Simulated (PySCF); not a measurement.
**UHF on Te⁺ (tellurium, charge +1)**

Configuration: [Kr] 4d10 5s2 5p3, high-spin 4S determinant. Computed with PySCF 2.14 in aug-cc-pVTZ-DK3 (8s7p5d2f, 68 functions), with the spin-free X2C one-electron Hamiltonian (Gaussian nucleus).

```json
{"Total energy": "-6790.309044 hartree", "One-electron energy": "-9302.8953 hartree", "Hartree (Coulomb) energy": "2687.3183 hartree", "Exchange energy": "-174.7320 hartree", "⟨S²⟩": "3.7520", "⟨L²⟩": "0.000", "Sum of ⟨r⟩": "34.15 bohr", "Sum of ⟨r²⟩": "49.55 bohr²", "Langevin diamagnetic susceptibility": "-39.2 ×10⁻⁶ cm³/mol"}
```

| shell | electrons | mean orbital energy (eV) | rms radius, mean of both spins (bohr) |
| --- | --- | --- | --- |
| 1s α | 1 | -31975.5 | 0.0318 |
| 1s β | 1 | -31975.4 | 0.0318 |
| 2s α | 1 | -5008.6 | 0.130 |
| 2s β | 1 | -5008.6 | 0.130 |
| 2p α | 3 | -4493.5 | 0.116 |
| 2p β | 3 | -4493.4 | 0.116 |
| 3s α | 1 | -1045.8 | 0.343 |
| 3s β | 1 | -1045.6 | 0.343 |
| 3p α | 3 | -873.76 | 0.343 |
| 3p β | 3 | -873.49 | 0.343 |
| 3d α | 5 | -612.60 | 0.322 |
| 3d β | 5 | -612.51 | 0.322 |
| 4s α | 1 | -202.54 | 0.814 |
| 4s β | 1 | -202.04 | 0.814 |
| 4p α | 3 | -146.62 | 0.878 |
| 4p β | 3 | -146.04 | 0.878 |
| 4d α | 5 | -62.231 | 1.05 |
| 4d β | 5 | -61.791 | 1.05 |
| 5s α | 1 | -31.726 | 2.21 |
| 5s β | 1 | -24.588 | 2.21 |
| 5p α | 3 | -18.828 | 2.63 |

Densities and radii are taken from the X2C orbitals without a picture-change correction, which distorts them close to the nucleus.

Spin-orbit constants ζ (cm⁻¹) from the X2C one-electron operator on these orbitals: bare nucleus, nucleus screened by l(l+1)(2l+1)/3 electrons, and screened by the Breit-Pauli mean field of the electrons.

| shell | bare | screened nucleus | mean field |
| --- | --- | --- | --- |
| 2p | 1466000 | 1409000 | n/a |
| 3p | 276700 | 266100 | n/a |
| 3d | 41910 | 33850 | n/a |
| 4p | 50000 | 48070 | n/a |
| 4d | 5562 | 4492 | n/a |
| 5p | 4531 | 4357 | n/a |
